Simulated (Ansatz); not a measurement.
The same redistribution along the group B, Al, In.

Isolated molecules relaxed with PBE0-D4/def2-TZVP in Ansatz; ΔE leaves out vibrations. CBS: MP2 limit from def2 TZ/QZ plus the TZ coupled-cluster correction, frozen cores. Functionals use def2-TZVPP. def2 core potentials past Kr. For Ge, In outer-core shells are correlated without core-valence functions, which leaves a few kJ/mol of doubt a bond. Scalar relativity is left out up to krypton. One conformer a species, not always the lowest.

| reaction | B2PLYP (kJ/mol) | CCSD/CBS(def2) (kJ/mol) | PBE0-D4 (kJ/mol) | CCSD(T)/CBS(def2) (kJ/mol) |
| --- | --- | --- | --- | --- |
| `Cl[B](Cl)[GeH3]` + `N[SiH2][SiH2][SiH3]` → `[SiH3][SiH2][SiH2][GeH3]` + `NB(Cl)Cl` | -118 | -116 | -128 | -116 |
| `[Cl][Al]([Cl])[GeH3]` + `N[SiH2][SiH2][SiH3]` → `[SiH3][SiH2][SiH2][GeH3]` + `[NH2][Al]([Cl])[Cl]` | -47 | -49 | -48 | -50 |
| `[Cl][In]([Cl])[GeH3]` + `N[SiH2][SiH2][SiH3]` → `[SiH3][SiH2][SiH2][GeH3]` + `[NH2][In]([Cl])[Cl]` | 79 | 74 | 72 | 70 |

Largest T1 diagnostic: 0.013, for `[NH2][In]([Cl])[Cl]`.
